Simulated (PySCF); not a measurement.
## Electronic structure of V (vanadium, neutral) at the UHF level

Configuration: [Ar] 3d3 4s1 4p1, one real determinant (an excited configuration). All numbers are calculated (PySCF 2.14, scalar relativity by spin-free X2C-1e, in x2c-QZVPPall with one added diffuse shell each of s, p, d, f, g type (12s8p6d4f3g, 121 functions)).

```
Total energy                                                  : -948.120710 hartree
One-electron energy                                           : -1300.4516 hartree
Hartree (Coulomb) energy                                      : 397.0020 hartree
Exchange energy                                               : -44.6710 hartree
⟨S²⟩                                                          : 8.7524
⟨L²⟩                                                          : 14.029
Sum of ⟨r⟩                                                    : 22.12 bohr
Sum of ⟨r²⟩                                                   : 51.76 bohr²
Traceless quadrupole moment −½Σ⟨3z² − r²⟩ along its main axis : -10.2 e·bohr²
Langevin diamagnetic susceptibility                           : -41.0 ×10⁻⁶ cm³/mol
```

| shell | electrons | mean orbital energy (eV) | spread (eV) | rms radius, mean of both spins (bohr) |
| --- | --- | --- | --- | --- |
| 1s α | 1 | -5521.4 | 0 | 0.0768 |
| 1s β | 1 | -5521.3 | 0 | 0.0768 |
| 2s α | 1 | -659.13 | 0 | 0.332 |
| 2s β | 1 | -657.43 | 0 | 0.332 |
| 2p α | 3 | -547.70 | 0.065 | 0.303 |
| 2p β | 3 | -546.04 | 0.043 | 0.303 |
| 3s α | 1 | -91.675 | 0 | 1.02 |
| 3s β | 1 | -85.633 | 0 | 1.02 |
| 3p α | 3 | -59.683 | 0.037 | 1.11 |
| 3p β | 3 | -52.475 | 0.265 | 1.11 |
| 3d α | 3 | -14.770 | 0.194 | 1.52 |
| 4s α | 1 | -8.794 | 0 | 3.63 |
| 4p α | 1 | -4.890 | 0 | 4.63 |

⟨L²⟩ = 14.03 against 20 for a pure G term, so this real determinant mixes terms.

Densities and radii are taken from the X2C orbitals without a picture-change correction, which distorts them close to the nucleus.

Spin-orbit constants ζ (cm⁻¹) from the X2C one-electron operator on these orbitals: bare nucleus, nucleus screened by l(l+1)(2l+1)/3 electrons, and screened by the Breit-Pauli mean field of the electrons.

```tsv
shell	bare	screened nucleus	mean field
2p	40730	37190	n/a
3p	4557	4161	n/a
3d	350.6	198.2	n/a
4p	195.2	178.2	n/a
```

To first order the Landé constant is A = 38.64 cm⁻¹, so the lowest level has J = 3/2 and lies 0.0599 eV below the centre of the term. This holds in LS coupling only.
